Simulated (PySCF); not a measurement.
Compound: C₂HF₃Se.
Geometry (PBE0-D3(BJ)/def2-SVP, Å), atoms numbered from 1 in this order:
```xyz
7
C2HF3Se angstrom
F     -1.0406   -0.6525    1.1448
C     -0.6416   -0.0140    0.0401
F     -1.1100    1.2207    0.0814
F     -1.1935   -0.6361   -1.0064
C      0.8608   -0.0901   -0.0675
Se     1.9376    1.2701   -0.1596
H      1.2234   -1.1273   -0.0847
```

Method used: MP2 and CCSD/aug-cc-pVDZ in PySCF, restricted Hartree–Fock reference, 14 core orbitals frozen, non-relativistic, gas phase, PBE0-D3(BJ)/def2-SVP geometry.

E(HF) = -2774.46203 Eh.

(1) How large is the problem?

(2) What are the MP2 and CCSD correlation energies?

(3) What is the T1 diagnostic?

(4) How does correlation change the dipole moment?

Answers

(1) 160 basis functions and 74 electrons; 14 orbitals frozen, which leaves o = 23 correlated occupied and v = 123 virtual orbitals. That is o·v = 2829 singles and o·v(o·v + 1)/2 = 4003035 distinct closed-shell doubles amplitudes before symmetry; the costliest CCSD step grows as o²v⁴ = 1.2 × 10^11.

(2) MP2 -1.0165 Eh and CCSD -1.0383 Eh, which gives totals of -2775.47855 and -2775.50037 Eh. That is 0.614 eV for each correlated electron at CCSD (2726 kJ/mol in all, 0.037 % of the total energy); MP2 gives 97.9 % of the CCSD value.

(3) 0.0137, below the customary warning level of 0.02. It is the norm of the spatial-orbital singles amplitudes over the root of the number of correlated electrons, so the norm is 0.093.

(4) HF gives 1.49 D and CCSD (unrelaxed density) 1.38 D, a change of -0.11 D; the two vectors are 13° apart.

No triples correction and no basis-set extrapolation were made.
